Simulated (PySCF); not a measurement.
Job file and geometry (Å, from GFN2-xTB) of an NMR shielding run on `C=CC[Si@@H](N)OC`, C4H11NOSi, GIAO PBE0/pcSseg-1 NMR shielding, non-relativistic, gas phase (PySCF); density fitting, a coarse starting grid and PySCF grid level 2 are the driver's defaults:

```
$ OMP_NUM_THREADS=1 python probes_run.py task.json out

{"job": {"kind": "nmr", "xc": "PBE0", "basis": "pcSseg-1"}, "charge": 0, "multiplicity": 1}
C     -3.179624     0.399903     0.762542
C     -2.199616     0.513591    -0.115963
C     -0.856305     1.069224     0.172462
Si     0.436210    -0.317215     0.241605
N      0.448435    -1.125052    -1.286304
O      1.842342     0.459945     0.472405
C      3.122482    -0.088735     0.505875
H     -3.066593     0.740599     1.778746
H     -4.133780    -0.029380     0.507467
H     -2.344804     0.162956    -1.130132
H     -0.869919     1.602153     1.121204
H     -0.577291     1.778021    -0.606636
H      0.185196    -1.227724     1.373706
H      1.197081    -1.765354    -1.498939
H     -0.417737    -1.484637    -1.651261
H      3.821666     0.699277     0.788333
H      3.400758    -0.480070    -0.475684
H      3.182740    -0.901186     1.234639
```

Problem. What does the program print?

Solution. 
```
coarse grid: 14936 points
cycle   1  E = -577.8704366214  dE =  7.545e-01  |g| = 7.946e-01  |ddm| = 3.680e+00
cycle   2  E = -577.7535720473  dE =  1.169e-01  |g| = 1.122e+00  |ddm| = 1.631e+00
cycle   3  E = -577.9945796312  dE = -2.410e-01  |g| = 1.182e-01  |ddm| = 1.091e+00
cycle   4  E = -577.9970060558  dE = -2.426e-03  |g| = 4.101e-02  |ddm| = 1.108e-01
cycle   5  E = -577.9973535100  dE = -3.475e-04  |g| = 1.004e-02  |ddm| = 3.992e-02
cycle   6  E = -577.9973724569  dE = -1.895e-05  |g| = 3.503e-03  |ddm| = 1.115e-02
cycle   7  E = -577.9973752070  dE = -2.750e-06  |g| = 3.288e-04  |ddm| = 2.909e-03
final grid: 138056 points
cycle   8  E = -578.0460098197  dE = -2.761e-05  |g| = 1.150e-02  |ddm| = 2.560e-02
cycle   9  E = -578.0459882215  dE =  2.160e-05  |g| = 1.583e-02  |ddm| = 1.846e-02
cycle  10  E = -578.0460365421  dE = -4.832e-05  |g| = 1.594e-03  |ddm| = 1.130e-02
cycle  11  E = -578.0460370821  dE = -5.399e-07  |g| = 1.596e-04  |ddm| = 1.375e-03
cycle  12  E = -578.0460370861  dE = -4.020e-09  |g| = 7.922e-05  |ddm| = 2.069e-04
cycle  13  E = -578.0460370873  dE = -1.198e-09  |g| = 3.138e-05  |ddm| = 8.206e-05
cycle  14  E = -578.0460370875  dE = -2.365e-10  |g| = 7.306e-06  |ddm| = 2.934e-05
converged SCF energy = -578.0460370875

GIAO shielding tensors (ppm)
atom      isotropic    diamagn.    paramagn.     s11        s22        s33       span
  0 C       66.969     253.018    -186.048    -44.620     89.513    156.015    200.635
  1 C       46.163     258.190    -212.027    -75.939     50.784    163.643    239.583
  2 C      157.060     255.676     -98.616    137.994    157.885    175.302     37.308
  3 Si     366.197     882.548    -516.352    344.514    362.644    391.431     46.917
  4 N      247.363     320.442     -73.079    228.064    252.052    261.972     33.908
  5 O      313.953     400.788     -86.835    243.408    345.256    353.195    109.788
  6 C      134.848     241.215    -106.367    109.072    110.441    185.030     75.959
  7 H       26.452      31.470      -5.018     23.077     25.616     30.663      7.586
  8 H       26.580      28.759      -2.179     23.421     25.582     30.737      7.316
  9 H       25.808      32.886      -7.078     23.513     24.355     29.555      6.041
 10 H       30.017      33.953      -3.936     26.139     29.883     34.030      7.891
 11 H       29.830      32.986      -3.156     26.341     28.757     34.391      8.050
 12 H       26.586      31.965      -5.380     24.028     24.333     31.397      7.370
 13 H       31.074      32.020      -0.946     23.548     27.886     41.786     18.238
 14 H       31.260      33.450      -2.190     23.704     28.317     41.760     18.055
 15 H       27.695      27.234       0.461     23.201     25.381     34.503     11.302
 16 H       27.959      28.633      -0.674     23.063     26.395     34.418     11.355
 17 H       28.064      28.169      -0.105     24.119     25.551     34.522     10.404
```

Problem. Turn these shieldings into chemical shifts. Shifts are taken against calculated references (same method and geometry level): 13C (186.93 ppm), 29Si (349.16 ppm), 1H (31.72 ppm) against TMS; 15N (267.73 ppm) vs NH3; 17O (336.08 ppm) vs H2O.

Solution. Averaging equivalent atoms: C 1: 140.8; C 0: 120.0; C 6: 52.1; C 2: 29.9; Si 3: -17.0; N 4: 20.4; O 5: 22.1; H 9: 5.91; H 7: 5.26; H 8: 5.14; H 12: 5.13; H 15/16/17: 3.81; H 11: 1.89; H 10: 1.70; H 13/14: 0.55 ppm. Experimental scales use liquid or dissolved standards, which lie at an offset from isolated NH3 (liquid NH3: subtract about 20 ppm) and H2O (liquid H2O: subtract about 36 ppm).

Size and cost of the density-fitted run: 181 basis functions, 53 s wall time on 1 thread of an Arm Neoverse N1, shared host; peak memory 0.82 GiB.
